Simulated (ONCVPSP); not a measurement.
## gallium (Ga): one change to an ONCV potential, before and after

```
Element                 : gallium (Ga)
Generator               : ONCVPSP 4.0.1
Type                    : optimised norm-conserving Vanderbilt (ONCV)
Functional              : Wu-Cohen
Relativity              : scalar-relativistic
Frozen core             : [Ar] 3d10
Valence charge          : 3
Reference configuration : 4s2 4p1
Partial waves           : 4s: rc 1.95 bohr, ncon 4, nbas 8, qcut 3.5 1/bohr, local; 4p: rc 2.80 bohr, ncon 4, nbas 7, qcut 3.4 1/bohr, 2 projectors, debl 3.4 Ha; d scattering state at 0.04 Ha: rc 2.90 bohr, ncon 5, nbas 8, qcut 3.7 1/bohr, 2 projectors, debl 1.2 Ha
Local potential         : the s channel
Core correction         : Teter function, fcfact 2.25, rcfact 1.15
```

Change: p: rc 3.2.

Cutoffs: the cutoffs (Ha) at which the residual kinetic energy of the hardest occupied pseudo-wave falls to 1 and 0.1 mHa per electron; they do not see the model core or the augmentation charge, which bear on the density cutoff. Errors are all-electron minus pseudo energies relative to the spin-unpolarised reference configuration.

What does the change do?

The potential gets neither clearly harder nor softer (7.2 Ha and 38 Ha → 7.2 Ha and 38 Ha); both files keep a bound ghost (d); of the 4 tests that both files solve, the error grows in 3 and shrinks in 0 by more than 15 % and 0.3 meV (median size 10.2 → 18.0 meV). More of the atom is replaced by a form fitted at one configuration, so other configurations suffer.

```csv
quantity,base,changed
"cutoff, loose",7.2 Ha,7.2 Ha
"cutoff, tight",38 Ha,38 Ha
loose cutoff by channel,"s 7.2 Ha, p 2.1 Ha","s 7.2 Ha, p 2.2 Ha"
bound ghosts,d,d
GHOST(+) flags under 300 eV,none,none
"error for 4s2 4p0, meV [ΔE 5.68 eV]",-6.0,-8.1
"error for 4s1 4p0, meV [ΔE 26.86 eV]",-83,-91
"error for 4s2 4p0.5, meV [ΔE 2.02 eV]",-1.2,-1.5
"error for 4s0 4p3, meV [ΔE 13.45 eV]",+14,+28
s: phases at 1.98 bohr within 0.05 rad from the reference energy up to (Ha; the scan ends near 5),1.7,1.7
d: phases at 2.94 bohr within 0.05 rad from the reference energy up to (Ha; the scan ends near 5),2.0,2.0
"rms error of d²Exc/dni dnj with the model core, mHa",4.26,4.26
```

Base: The cutoffs count occupied waves only; projector 2 of the d channel, the hardest unoccupied one, needs 33 Ha at the loose tolerance. Changed file: The cutoffs count occupied waves only; projector 2 of the d channel, the hardest unoccupied one, needs 33 Ha at the loose tolerance. A true bound ghost makes a file unfit for plane-wave use even where its test errors are small: the radial tests pick states by their node count and pass the ghost by.
